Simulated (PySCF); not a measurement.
## Shapes and spin states of Co(OH)₃

These are results of PySCF, PBE0, basis Co def2-TZVP, O def2-TZVP, H def2-TZVP (no relativity, density fitting), not measurements.

Relaxations began from a few typed shapes and spin states; open shells are unrestricted. The search is not exhaustive: other isomers or separated fragments can lie lower, and high-lying points may rest on an excited occupation.

(1) Which is the lowest minimum found?
A. quintet C3h: Co–O 1.761 Å (×3), O–H 0.960 Å (×3); Co–O–H 121.8° (×3), O–Co–O 120.0° (×3)
B. quintet Cs: Co–O 1.759 Å, Co–O 1.762 Å (×2), O–H 0.959 Å (×3); Co–O–H 119.6°, Co–O–H 123.8°, Co–O–H 127.6°, O–Co–O 117.4°, O–Co–O 119.7°
C. singlet (closed shell, unstable to spin polarisation) C3v: Co–O 1.703 Å (×3), O–H 0.963 Å (×3); Co–O–H 116.7° (×3), O–Co–O 115.9° (×3)
D. broken-symmetry Ms = 0 (⟨S²⟩ 0.96) C3v: Co–O 1.720 Å (×3), O–H 0.962 Å (×3); Co–O–H 117.9° (×3), O–Co–O 118.0° (×3)
E. triplet Cs: Co–O 1.749 Å (×2), Co–O 1.752 Å, O–H 0.961 Å (×2), O–H 0.965 Å; Co–O–H 110.6°, Co–O–H 119.6° (×2), O–Co–O 109.3° (×2), O–Co–O 141.3°

## Answers

(1) A. The others lie at 5.7 (quintet Cs), 61.3 (triplet Cs, a saddle point), 103.6 (broken-symmetry Ms = 0 C3v), 116.0 (singlet C3v) kJ/mol above it.

For the lowest minimum: other spin states or occupations of the open shell can lie lower.

The electron or spin density has lower symmetry than the nuclear frame for the broken-symmetry Ms = 0 (⟨S²⟩ 0.96) C3v at 103.6 kJ/mol.
